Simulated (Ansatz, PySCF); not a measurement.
C₄H₂BrF, SMILES C#C/C(F)=C\Br. Atoms are numbered in the order given.

```xyz
8

C     -2.0158     1.9703     0.0000
C     -0.8502     1.6353     0.0000
C      0.5192     1.2538     0.0000
F      1.3934     2.2768     0.0000
C      1.0120     0.0032     0.0000
Br    -0.0625    -1.5337     0.0000
H     -3.0495     2.2623     0.0000
H      2.0891    -0.1677     0.0000
```

The structure is a stationary point at B3LYP-D3(BJ)/def2-SVP. The structure was generated by enumeration; whether it is a known compound was not checked.

Two levels are set side by side: PBE-D3(BJ)/def2-SVP (Ansatz, a program for electronic structure) and B3LYP-D3(BJ)/def2-SVP (Ansatz). Each level has its own optimised geometry; the coordinates shown are those of the second. Frequencies come from the Hessian of PySCF at each geometry. Differences are taken from unrounded values.

| quantity | B3LYP-D3(BJ) | PBE-D3(BJ) | PBE-D3(BJ) minus B3LYP-D3(BJ) |
|---|---|---|---|
| mean bond length (Å) | 1.338 | 1.344 | 0.006 |
| bond C1–C2 (Å) | 1.213 | 1.225 | 0.012 |
| bond C2–C3 (Å) | 1.422 | 1.420 | -0.002 |
| bond C3–F4 (Å) | 1.346 | 1.353 | 0.007 |
| bond C3–C5 (Å) | 1.344 | 1.357 | 0.013 |
| bond C5–Br6 (Å) | 1.875 | 1.872 | -0.003 |
| bond C1–H7 (Å) | 1.074 | 1.081 | 0.007 |
| bond C5–H8 (Å) | 1.091 | 1.099 | 0.008 |
| highest harmonic wavenumber (cm⁻¹) | 3468 | 3404 | -64 |
| mean harmonic wavenumber (cm⁻¹) | 1075 | 1041 | -34 |
| zero-point energy (kcal/mol) | 27.66 | 26.78 | -0.88 |

Exact exchange shortens and stiffens bonds; PBE has none. Differences between two approximate levels are no errors against the true value.
